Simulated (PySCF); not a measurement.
# Correlation energy of Ga (gallium, neutral)

[Ar] 3d10 4s1 4p2, high-spin 4P determinant (an excited configuration). All numbers are calculated (PySCF 2.14, no relativity, point nucleus, in dyall-av2z). Frozen: [Ar] 3d10; 3 electrons correlated; the 34 highest virtual orbitals of each spin left out.

MP2 pair energies summed by pair of shells (mhartree):

```json
{"pair": "4p-4p", "energy": "-4.04", "share (%)": "56.0"}
{"pair": "4s-4p", "energy": "-3.17", "share (%)": "44.0"}
```

Total MP2 correlation energy: -7.21 mhartree.

Same-spin part -7.21 and opposite-spin part 0.00 mhartree; SCS-MP2 scales them by 1/3 and 6/5 to -2.40 mhartree.
